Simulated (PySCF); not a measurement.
**Phosphorus: a sound run and one with changed settings**

Sound run: P²⁺ [Ne] 3s2 3p1, P³⁺ [Ne] 3s2. Computed with PySCF 2.14 in aug-cc-pVDZ-DK, with scalar relativity by spin-free X2C-1e. The sound run starts from symmetry-adapted Hartree-Fock orbitals and uses a fine grid where one is needed.

A second run was set up differently.

```json
{"species": "P²⁺", "method": "UHF", "sound run (hartree)": "-340.45529", "changed run (hartree)": "-340.45529", "converged": "yes"}
{"species": "P²⁺", "method": "M06-L", "sound run (hartree)": "-340.95582", "changed run (hartree)": "-340.95636", "converged": "yes"}
{"species": "P²⁺", "method": "MN15", "sound run (hartree)": "-340.96051", "changed run (hartree)": "-340.95937", "converged": "yes"}
{"species": "P³⁺", "method": "UHF", "sound run (hartree)": "-339.36895", "changed run (hartree)": "-339.36895", "converged": "yes"}
{"species": "P³⁺", "method": "M06-L", "sound run (hartree)": "-339.85093", "changed run (hartree)": "-339.85093", "converged": "yes"}
{"species": "P³⁺", "method": "MN15", "sound run (hartree)": "-339.85378", "changed run (hartree)": "-339.85378", "converged": "yes"}
```

Ionisation energy of P²⁺:

```json
{"method": "UHF", "sound run (eV)": "29.561", "changed run (eV)": "29.561"}
{"method": "M06-L", "sound run (eV)": "30.066", "changed run (eV)": "30.080"}
{"method": "MN15", "sound run (eV)": "30.116", "changed run (eV)": "30.085"}
```

Question: What was changed?
A. level shift left on
B. angular grid far too coarse
C. minimal basis
D. basis contracted for another Hamiltonian

Answer: B. It used 26 angular points. A coarse angular grid integrates products of high-l functions wrongly, so density functionals can shift, and the SCF can exploit the error; Hartree-Fock and MP2 need no grid.
